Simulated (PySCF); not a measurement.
**Which basis set comes closest?**

Molecule: `O=C(Cl)C(F)(F)F`, C₂ClF₃O.

Bonds (- single, = double, # triple, : aromatic): O1=C2 1.179 Å, C2-Cl3 1.749 Å, C2-C4 1.546 Å, C4-F5 1.325 Å, C4-F6 1.327 Å, C4-F7 1.319 Å.

Geometry PBE0-D3(BJ)/def2-SVP throughout; GIAO in PySCF 2.14.0 with density-fitted response routines, gas phase, one conformer, non-relativistic; equivalent atoms averaged; functional PBE0.

Reference values (measured; G. Saielli, R. Bini, A. Bagno, Computational 19F NMR. 2. Organic compounds, RSC Adv. 2014, ESI (exp. from Berger-Braun-Kalinowski 1994 and Everett 1995)): δ(F5/F6/F7) = -75.7 ppm vs CFCl3. Computed shifts are taken against CFCl3, calculated as an isolated molecule at each level.

How do the basis sets cc-pVDZ, def2-SVP, aug-cc-pVDZ, cc-pVTZ, def2-TZVP, IGLO-III perform against the reference? Times are CPU seconds on 1 thread of an Arm Neoverse V1, shared host.

## Answers


```csv
basis set,functions,F5/F6/F7,abs. error F,core-s
cc-pVDZ,102,-83.7,8.0,7.1
def2-SVP,102,-72.3,3.4,6.4
aug-cc-pVDZ,165,-81.1,5.4,13
cc-pVTZ,214,-84.2,8.5,19
def2-TZVP,223,-84.0,8.3,20
IGLO-III,254,-85.7,10.0,22
```

For $^{19}$F the closest is def2-SVP (3.4 ppm) and the furthest IGLO-III (10.0 ppm). Where a smaller basis beats a larger one, errors probably cancel. One molecule is a small sample, and vibrational and solvent effects are absent from the calculation.

A small basis that lands close on one nucleus may do so by chance; judge by the trend and by all nuclei.
